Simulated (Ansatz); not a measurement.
## Ansatz (development build ahead of 0.2.0) run

```yaml
crystal:
  periodic: [false, false, false]
  atoms:
    - { symbol: Sc, position_ang: [-0.0411, 0.02838, 0.00234] }
    - { symbol: F, position_ang: [1.78468, 0.02846, -0.01694] }
    - { symbol: F, position_ang: [-0.90216, 1.62661, -0.0077] }
    - { symbol: F, position_ang: [-0.90604, -1.5912, -0.04797] }
basis:
  gaussian: { orbitals: cc-pVTZ }
hamiltonian:
  xc: hf
correlation:
  method: mp2
  frozen_orbitals: { F: 1, Sc: 5 }
```

The input is written out in the form of the current development build from the run's settings.

Results

```json
{"Converged": "yes", "Reference energy": "-1058.48179 hartree", "Correlation energy": "-1.07313 hartree", "Total energy": "-1059.55491 hartree", "Spin squared of the determinant": "0.000"}
```
